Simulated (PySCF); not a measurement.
C4H10O, charge +1, multiplicity 2. Atoms are numbered in the order given.

```xyz
15

C     -0.2710     2.3082    -0.0405
C      0.6396     1.0472    -0.1630
O      0.0000     0.0000     0.5300
C     -0.6396    -1.0472    -0.1630
C      0.2710    -2.3082    -0.0405
H     -1.2151     2.1407    -0.5758
H     -0.4583     2.5498     1.0131
H      0.2972     3.1222    -0.5161
H      0.8128     0.7698    -1.2129
H      1.5725     1.2406     0.3923
H     -0.8128    -0.7698    -1.2129
H     -1.5725    -1.2406     0.3923
H     -0.2972    -3.1222    -0.5161
H      0.4583    -2.5498     1.0131
H      1.2151    -2.1407    -0.5758
```
Charge +1, spin multiplicity 2.

Coordinates come from a TPSSh-D3(BJ)/def2-SVP optimisation. The multiplicity is an assumed one; no other spin state was optimised. Other conformers were not sampled.

Calculation: PBE/def2-TZVP (PySCF).

ESP charges are fitted to the potential on shells at 1.4 to 2.0 van der Waals radii. Atomic charges (e):

```
atom  ESP fit  Mulliken  meta-Löwdin  Mulliken spin
----  -------  --------  -----------  -------------
C1        [?]     -0.32        -0.31           0.13
C2      -0.04     -0.10         0.00           0.03
O3        [?]      0.04        -0.04           0.56
C4      -0.04     -0.10         0.00           0.03
C5        [?]     -0.32        -0.31           0.13
H6       0.19      0.16         0.15           0.00
H7       0.21      0.18         0.16           0.00
H8       0.22      0.19         0.18           0.02
H9        [?]      0.17         0.15           0.00
H10       [?]      0.20         0.19           0.04
H11       [?]      0.17         0.15           0.00
H12       [?]      0.20         0.19           0.04
H13      0.22      0.19         0.18           0.02
H14      0.21      0.18         0.16           0.00
H15      0.19      0.16         0.15           0.00
```

**Question.** Fill in the missing entries. (The exact figures need the calculation; the answer reports its results.)

**Answer.** 
- C1, ESP fit: -0.44
- O3, ESP fit: 0.01
- C5, ESP fit: -0.44
- H9, ESP fit: 0.16
- H10, ESP fit: 0.20
- H11, ESP fit: 0.16
- H12, ESP fit: 0.20

Computed Mayer and Wiberg (Löwdin basis) orders of the bonds:
| bond | Mayer | Wiberg |
|---|---|---|
| C1–C2 | 0.93 | 1.21 |
| C2–O3 | 0.99 | 1.47 |
| O3–C4 | 0.99 | 1.47 |
| C4–C5 | 0.93 | 1.21 |
| C1–H6 | 0.94 | 0.90 |
| C1–H7 | 0.95 | 0.90 |
| C1–H8 | 0.92 | 0.86 |
| C2–H9 | 0.93 | 0.86 |
| C2–H10 | 0.90 | 0.83 |
| C4–H11 | 0.93 | 0.86 |
| C4–H12 | 0.90 | 0.83 |
| C5–H13 | 0.92 | 0.86 |
| C5–H14 | 0.95 | 0.90 |
| C5–H15 | 0.94 | 0.90 |
